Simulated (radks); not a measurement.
Results of a calculation; reference values are marked as such.
Question: Te3+, 49 electrons, occupied as [Kr] 4d10 5s2 6f1 (not the ground configuration). Code: a radial shooting solver on a logarithmic mesh with Libxc functionals. Model: scalar-relativistic Kohn-Sham, PBE, spin-polarised, spherical densities, point nucleus; open shells are filled with parallel spins first (spin-orbit coupling, left out, can overturn this in heavy ions). Some entries of the table are withheld. Estimate them.

orbital  occ.  eigenvalue (eV)  <r> (bohr)  <1/r> (bohr^-1)
1s down     1        -31669.39     0.02781            55.58
1s up       1        -31669.39     0.02781            55.58
2s down     1        -4889.957      0.1198            12.72
2s up       1        -4889.956      0.1198            12.72
2p down     3        -4393.661      0.1048            12.19
2p up       3        -4393.661      0.1048            12.19
3s up       1        -1004.581      0.3221            4.545
3s down     1        -1004.572      0.3221            4.545
3p up       3        -843.2596      0.3202            4.323
3p down     3        -843.2509      0.3202            4.323
3d up       5        -599.4083      0.2967            4.088
3d down     5        -599.4015      0.2967            4.088
4s up       1        -203.3337      0.7641              (1)
4s down     1        -203.2914      0.7641              (2)
4p up       3              (3)      0.8199            1.665
4p down     3              (4)      0.8198            1.666
4d up       5         -80.3170      0.9610            1.379
4d down     5         -80.2643      0.9609            1.379
5s up       1         -49.3447       1.877           0.6951
5s down     1         -49.2569       1.875           0.6959
6f up       1          -6.8532       9.092           0.1808

Answer: 
(1) 4s up <1/r> (bohr^-1): 1.823
(2) 4s down <1/r> (bohr^-1): 1.823
(3) 4p up eigenvalue (eV): -153.3133
(4) 4p down eigenvalue (eV): -153.2676
